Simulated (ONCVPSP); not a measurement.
## Reading a pseudo-wave (Mo)

Columns: radius, all-electron u(r) and pseudo u(r) of the 4s shell (level -67.10 eV) of molybdenum in the configuration [Ar] 3d10 4s2 4p6 4d4 5s2; PBE, scalar-relativistic, ONCV scheme, ONCVPSP 4.0.1.

| r (bohr) | all-electron | pseudo |
| --- | --- | --- |
| 0.103 | 0.3845 | 0.1748 |
| 0.205 | -0.1816 | 0.3419 |
| 0.308 | -0.5923 | 0.4988 |
| 0.410 | -0.4311 | 0.6372 |
| 0.513 | 0.0003 | 0.7551 |
| 0.615 | 0.4405 | 0.8472 |
| 0.718 | 0.7826 | 0.9132 |
| 0.820 | 0.9936 | 0.9510 |
| 0.923 | 1.0926 | 0.9622 |
| 1.025 | 1.1035 | 0.9481 |
| 1.128 | 1.0549 | 0.9115 |
| 1.230 | 0.9712 | 0.8570 |
| 1.332 | 0.8700 | 0.7890 |
| 1.435 | 0.7625 | 0.7115 |
| 1.538 | 0.6576 | 0.6296 |
| 1.640 | 0.5611 | 0.5481 |
| 1.743 | 0.4732 | 0.4687 |
| 1.845 | 0.3967 | 0.3957 |
| 1.948 | 0.3299 | 0.3298 |
| 2.050 | 0.2734 | 0.2733 |
| 2.153 | 0.2252 | 0.2251 |
| 2.255 | 0.1851 | 0.1851 |
| 2.358 | 0.1515 | 0.1514 |
| 2.460 | 0.1239 | 0.1238 |
| 2.562 | 0.1011 | 0.1010 |
| 2.665 | 0.0821 | 0.0821 |

(1) How many radial nodes do the two functions have?

(2) At about which radius was the pseudo-wave matched?

(3) Where does each function peak?

(4) Is the pseudo-wave norm-conserving?

## Answers

(1) The all-electron 4s function has n − l − 1 = 3 (the table is too coarse to show those close to the nucleus); the pseudo-wave has 0, since the states of the same l below it are removed with the core.

(2) 2.05 bohr, where the columns begin to agree (steps of 0.10 bohr).

(3) Outermost all-electron maximum near 1.02 bohr, pseudo maximum near 0.92 bohr (to the table’s step).

(4) Yes: the ONCV scheme keeps the norm inside the radius equal to the all-electron one, which fixes the energy derivative of the logarithmic derivative at the level.
